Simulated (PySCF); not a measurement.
# Nuclear quadrupole coupling in `C=Cc1cncn1[SiH3]`

Species: C5H8N2Si.
Cartesian coordinates in Å at the GFN2-xTB level; atoms count from 1:
```
atom  x, y, z in Å
C1    -2.5680    0.5628    0.6784
C2    -1.2615    0.6781    0.4606
C3    -0.4189   -0.3738   -0.0416
C4    -0.7004   -1.6700   -0.4032
N5     0.4291   -2.2982   -0.8206
C6     1.3737   -1.4136   -0.7180
N7     0.9408   -0.2094   -0.2496
Si8    1.9252    1.2165    0.0141
H9    -3.1495    1.3843    1.0583
H10   -3.0959   -0.3549    0.4869
H11   -0.7613    1.6169    0.6658
H12   -1.6386   -2.1873   -0.3896
H13    2.4000   -1.5899   -0.9700
H14    1.8404    1.5610    1.4331
H15    3.2701    0.8046   -0.3721
H16    1.4074    2.2819   -0.8440
```

Field gradients from the PBE0/pcSseg-1 density (PySCF, non-relativistic), principal values in atomic units, ordered |Vxx| ≤ |Vyy| ≤ |Vzz|:

| atom | Vxx | Vyy | Vzz |
| --- | --- | --- | --- |
| N5 | 0.3974 | 0.5784 | -0.9758 |
| N7 | 0.0628 | 0.3380 | -0.4007 |

Q: Find the asymmetry η = (Vxx − Vyy)/Vzz and the couplings χ = eQV/h (234.96 MHz × Q in barn × V in au), with Q(14N) = 0.02044 b.

A: 
| atom | environment | nucleus | η | χzz (MHz) | χxx (MHz) | χyy (MHz) |
| --- | --- | --- | --- | --- | --- | --- |
| N5 | pyridine-type nitrogen | 14N | 0.19 | -4.686 | 1.908 | 2.778 |
| N7 | pyrrole-type nitrogen | 14N | 0.69 | -1.925 | 0.301 | 1.623 |

The tensor is traceless: Vxx + Vyy + Vzz = 0.

Q: What is Vzz at N7 in SI units (1 au = 9.71736 × 10²¹ V/m²)?

A: -0.4007 au = -3.894 × 10²¹ V/m².

Q: What couplings would deuterons (Q(2H) = 0.00286 b) have in place of the hydrogens, at this geometry?

A: 
```json
{"atom": "H9", "bonded to": "C1", "bond length (Å)": "1.076", "Vzz (au)": "0.3393", "η": "0.06", "χzz (kHz)": "228"}
{"atom": "H10", "bonded to": "C1", "bond length (Å)": "1.076", "Vzz (au)": "0.3385", "η": "0.06", "χzz (kHz)": "227"}
{"atom": "H11", "bonded to": "C2", "bond length (Å)": "1.083", "Vzz (au)": "0.3210", "η": "0.10", "χzz (kHz)": "216"}
{"atom": "H12", "bonded to": "C4", "bond length (Å)": "1.071", "Vzz (au)": "0.3458", "η": "0.08", "χzz (kHz)": "232"}
{"atom": "H13", "bonded to": "C6", "bond length (Å)": "1.071", "Vzz (au)": "0.3415", "η": "0.10", "χzz (kHz)": "230"}
{"atom": "H14", "bonded to": "Si8", "bond length (Å)": "1.463", "Vzz (au)": "0.1592", "η": "0.03", "χzz (kHz)": "107"}
{"atom": "H15", "bonded to": "Si8", "bond length (Å)": "1.459", "Vzz (au)": "0.1621", "η": "0.05", "χzz (kHz)": "109"}
{"atom": "H16", "bonded to": "Si8", "bond length (Å)": "1.463", "Vzz (au)": "0.1592", "η": "0.03", "χzz (kHz)": "107"}
```

One conformer (not necessarily the lowest) at the GFN2-xTB geometry, without solvent, vibrations or thermal averaging. GFN2-xTB bond lengths can be off by several hundredths of an ångström, more for odd bonds, and the gradients follow them. With a basis this small, the couplings can be 20 % off.
